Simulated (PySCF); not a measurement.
Simulated characterisation data

PySCF calculation with PBE0/pcSseg-1 with gauge-including orbitals and coordinates at the GFN2-xTB level; one averaged value for each set of equivalent atoms, single conformer, no solvent model, non-relativistic.

References, each an isolated molecule treated in the same way: TMS for $^{1}$H and $^{13}$C. Splittings of carbon signals by F and P are missing where no couplings were computed. Where no couplings were computed, multiplicities follow the n + 1 count of equivalent neighbours, and m marks all less simple cases (inequivalent or close neighbours, rings, F or P nearby). Shifts are as computed. Against solution values, carbons near 30 ppm lie about +3 ppm off and those near 130 ppm about +5 ppm; carbons on Cl a further +6 ppm. Of 1211 compounds with measured shifts, 218 miss one by over three times the rms of a fit or turn the order of signals round; such compounds aren't used in these exercises. Carbons bonded to Cl come out too deshielded.

**1.** SMILES COC(=O)[C@@]1(C#N)O[C@H]1F, C₅H₄FNO₃. $^{1}$H NMR (400 MHz, computed): δ 5.57 (m, 1H), 4.08 (s, 3H). $^{13}$C{$^{1}$H} NMR (computed): δ 169.4, 118.1, 93.1, 55.4, 46.9.

**2.** SMILES c1ccc(CC=C=C)nc1, C₉H₉N. $^{1}$H NMR (400 MHz, computed): δ 8.80 (d, 1H), 7.93 (m, 1H), 7.56 (d, 1H), 7.25 (m, 1H), 5.58 (m, 1H), 5.01 (m, 2H), 3.59 (m, 2H). $^{13}$C{$^{1}$H} NMR (computed): δ 220.6, 167.7, 154.7, 142.3, 129.2, 126.0, 97.6, 77.8, 45.1.

**3.** SMILES C1[C@]2(C)CC[C@@]1(Cl)CC2=O, C₈H₁₁ClO. $^{1}$H NMR (400 MHz, computed): δ 2.62 (m, 1H), 2.45 (m, 1H), 2.25 (m, 1H), 1.93 (m, 1H), 1.82 (m, 1H), 1.66 (m, 1H), 1.65 (m, 1H), 1.35 (m, 1H), 1.19 (s, 3H). $^{13}$C{$^{1}$H} NMR (computed): δ 217.8 (C), 69.2 (C), 57.6 (CH2), 56.8 (C), 54.5 (CH2), 41.9 (CH2), 34.6 (CH2), 16.9 (CH3).
